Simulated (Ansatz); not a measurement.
Start from `O[Si](F)(S)S` and change one atom or group to get `F[SiH](S)S`.

Ansatz, PBE0-D4/def2-TZVP geometries, multiplicity 1. Each molecule was computed in one conformer, which needn't be the lowest.

| property | `O[Si](F)(S)S` |
| --- | --- |
| HOMO–LUMO gap (B3LYP/def2-TZVPP) / eV | 7.57 |
| ideal-gas entropy at 298 K and 1 bar (rigid rotor, harmonic PBE0-D4/def2-TZVP) / J/(mol·K) | 361 |
| HOMO energy (B3LYP/def2-TZVPP) / eV | -7.63 |
| HOMO–LUMO gap (PBE/def2-TZVPP) / eV | 5.91 |
| HOMO energy (PBE/def2-TZVPP) / eV | -6.63 |
| size of the dipole moment (B3LYP/def2-TZVPP) / D | 1.92 |

Problem. What does the change do to each property? (Best estimate.)

Solution. Ansatz gave: 
```tsv
property	`F[SiH](S)S`	shift
HOMO–LUMO gap (B3LYP/def2-TZVPP) / eV	7.17	-0.40
ideal-gas entropy at 298 K and 1 bar (rigid rotor, harmonic PBE0-D4/def2-TZVP) / J/(mol·K)	336	-25
HOMO energy (B3LYP/def2-TZVPP) / eV	-7.66	-0.03
HOMO–LUMO gap (PBE/def2-TZVPP) / eV	5.53	-0.38
HOMO energy (PBE/def2-TZVPP) / eV	-6.67	-0.04
size of the dipole moment (B3LYP/def2-TZVPP) / D	1.30	-0.62
```

The zero-point energy changes by -16.0 kJ/mol with -3 modes. Dipoles are sizes alone; their direction can turn.

Positive LUMOs are unbound, so they and the gaps depend on the basis.

B3LYP here is the variant with VWN-RPA as its local correlation; programs differ in this.
